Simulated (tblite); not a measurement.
Q: Write a Z-matrix for `CC1=CC=C(N2C=CN=N2)C=C1` as optimised with GFN2-xTB.

A: 
Z-matrix in Å and degrees, rows numbered from 1:
```
C 
C   1  1.4972
C   2  1.3918  1  120.45
C   3  1.3792  2  121.09  1   179.42
C   4  1.3921  3  119.85  2     0.02
N   5  1.3998  4  118.63  3   179.41
C   6  1.3579  5  129.56  4   168.63
C   7  1.3731  6  104.32  5   179.68
N   8  1.3480  7  108.07  6    -0.14
N   9  1.2736  8  109.24  7     0.17
C   5  1.3892  4  119.75  3     0.04
C  11  1.3829  5  119.68  4    -0.12
H   1  1.0881  2  110.60  3    43.41
H   1  1.0870  2  111.07  3   164.52
H   1  1.0903  2  110.03  3   -75.55
H   3  1.0800  2  119.44  1    -0.59
H   4  1.0781  3  121.48  2   179.67
H   7  1.0683  6  123.93  5    -1.33
H   8  1.0699  7  130.06  6   179.90
H  11  1.0789  5  120.85  4   179.13
H  12  1.0803  2  119.65  1     0.80
```

The 2 N–N bonds span 1.274 Å (N9–N10, aromatic) to 1.336 Å (N6–N10, aromatic), a spread of 0.062 Å. The C–C distances run from 1.373 Å (C7–C8, aromatic) to 1.497 Å (C1–C2, drawn single), a spread of 0.124 Å. Of the pairs four or more bonds apart, N10···H17 is among the closest relative to their van der Waals radii: 2.41 Å, 88 % of the sum of Bondi's values. The C–N distances run from 1.348 Å (C8–N9, aromatic) to 1.400 Å (C5–N6, drawn single), a spread of 0.052 Å.

Computed geometry: GFN2-xTB, gas phase.

Point group: C1 (no symmetry element, even within 0.4 Å). Its GFN2-xTB frequencies are all real (lowest 28 cm⁻¹). One conformer, not necessarily the lowest (C4–C5–N6–C7 169°).

On one thread of an Arm Neoverse V1, shared host with 32 logical CPUs at a one-minute load of 20, this took 0.75 s. These figures are those of the optimisation.
